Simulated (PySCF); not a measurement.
## Spinor energies of Br (bromine, neutral)

Start: [Ar] 3d10 4s2 4p5; 4p1/2 filled at m_j = +1/2; 4p3/2 filled at m_j = -3/2, -1/2, +1/2, +3/2. Calculated with PySCF 2.14 in x2c-TZVPall-2c (6s7p4d1f, 54 functions): generalised Hartree-Fock with the X2C-1e Hamiltonian and a Gaussian nucleus; one run each with spin-orbit coupling (SO) screened by Boettger's factors, then bare. This is a chosen level, not necessarily the ground level.

```csv
spinor shell,electrons,"ε, screened SO (eV)","ε, bare SO (eV)",weight of nominal j (bare SO),"rms radius, bare SO (bohr)"
1s1/2,2,-13557.1,-13557.1,1.000,0.0492
2s1/2,2,-1825.8,-1825.8,1.000,0.205
2p1/2,2,-1637.6,-1639.7,1.000,0.180
2p3/2,4,-1589.6,-1588.6,1.000,0.184
3s1/2,2,-277.47,-277.47,1.000,0.588
3p1/2,2,-210.20,-210.52,1.000,0.601
3p3/2,4,-203.11,-202.97,1.000,0.611
3d3/2,4,-86.501,-86.778,1.000,0.647
3d5/2,6,-85.431,-85.257,1.000,0.653
4s1/2,2,-27.811,-27.815,0.999,1.83
4p1/2,1,-13.621,-13.649,0.974,2.21
4p3/2,4,-12.102,-12.095,0.981,2.29
```

```
   quantity  screened SO      bare SO
E (hartree)  -2604.46866  -2604.48595
        M_J          1/2          1/2
       ⟨J²⟩        0.920        0.905
       ⟨L²⟩        2.024        2.025
       ⟨S²⟩        0.762        0.762
```

Each row is a mean over spinors that exchange with the open shell spreads, by up to 2.113 eV (4s1/2).

⟨J²⟩ departs a little from M_J(M_J + 1) because the unrestricted spinors polarise the closed shells.
